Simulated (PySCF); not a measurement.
PySCF was given this input:
```python
from pyscf import gto, scf, dft

mol = gto.M(
    atom='''
C    -0.57309101    0.08399228    0.11214081
F     0.70399105   -0.11149350   -0.09491786
H    -0.84497230   -0.07079984    1.16789950
H    -0.87922493    1.08154650   -0.33862623
H    -1.17317612   -0.51125881   -0.64785744
''',
    basis='6-31g',
    charge=1,
    spin=1,
    verbose=5,
)

mf = dft.UKS(mol)
mf.xc = 'm06'
mf.kernel()
```

What does this run give for the nuclear repulsion energy, total energy, HOMO energy?


| Quantity | Value |
|---|---|
| nuclear repulsion energy | 38.3398 Eh |
| total energy | -139.1719 Eh |
| HOMO energy | -19.11 eV |

These values belong to the state on which the SCF converged, which isn't shown to be the lowest.
